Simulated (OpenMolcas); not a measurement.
Er³⁺.

```yaml
Program: OpenMolcas
Method: CASSCF
Basis: ANO-RCC-VQZP [9s8p6d4f3g2h]
Scalar_Hamiltonian: DKH2, point nucleus
Active_space: 11 electrons in 7 orbitals (4f)
State_averaging: 2S+1 = 4 odd, 35 roots; 2S+1 = 2 odd, 112 roots (96 in the spin-orbit step)
Spin-orbit_coupling: RASSI with atomic mean-field integrals over the reference wave functions, term energies averaged over their components
```

Levels without dynamic correlation, in cm-1 above 4f11 4I* 15/2:

```csv
Level,E
4f11 2K* 15/2,32219
4f11 4S* 3/2 [67 %],23624
4f11 4G* 11/2 [73 %],32872
4f11 2P* 1/2,40509
```

On this reference, MS-CASPT2, IPEA 0.25 Eh, imaginary shift 0.1 Eh (closed shells correlated: 5s 5p) puts 4f11 2K* 15/2 at 29600 cm-1.

**Question.** Estimate the other levels at that method by one scale factor, and say how well it serves.

**Answer.** The factor is 29600 / 32219 = 0.919. Scaled values beside those that MS-CASPT2 gives and measured ones (the list in Tchang-Brillet, Wyart, Meftah and Ait Mammar, Atoms 6, 52 (2018)):
| Level | Scaled | MS-CASPT2 | Miss (%) | Measured |
| --- | --- | --- | --- | --- |
| 4f11 4S* 3/2 [67 %] | 21710 | 19790 | +9.7 |  |
| 4f11 4G* 11/2 [73 %] | 30209 | 28200 | +7.1 | 26708 |
| 4f11 2P* 1/2 | 37228 | 35260 | +5.6 |  |
For these levels the scaled values miss MS-CASPT2 by up to 9.7 %, as correlation changes each term by its own factor, spin-orbit parts do not scale and CASPT2 has its own spread within terms. This holds within one configuration; levels of others move differently, and the target method has errors of its own against measurement.

Term energies are means over components that CASPT2 splits; among the terms shown or strongly mixed into the levels shown the widest spread is 590 cm-1 (4f11 4I*, MS-CASPT2). High states are left out of the spin-orbit mixing, which shifts the levels that they would mix with. Without dynamic correlation excited terms often stand tens of per cent too high (terms of higher spin than the ground term too low), and those without a measured partner can miss by more than the paired ones (holds for CASSCF). Blocks of more than 70 roots (2S+1 = 2 odd) ran without multistate coupling (holds for MS-CASPT2). Measured partners are found by configuration, term and J. A level has none where our copy of the source lacks it or the pairing is in doubt (some pairs that miss far off the trend of their configuration count as doubtful), and it then counts in no deviation. Levels of configurations outside the active space are missing.

A share in square brackets marks a mixed level and gives the weight of the term that names it, the lowest over the columns. * marks odd parity.
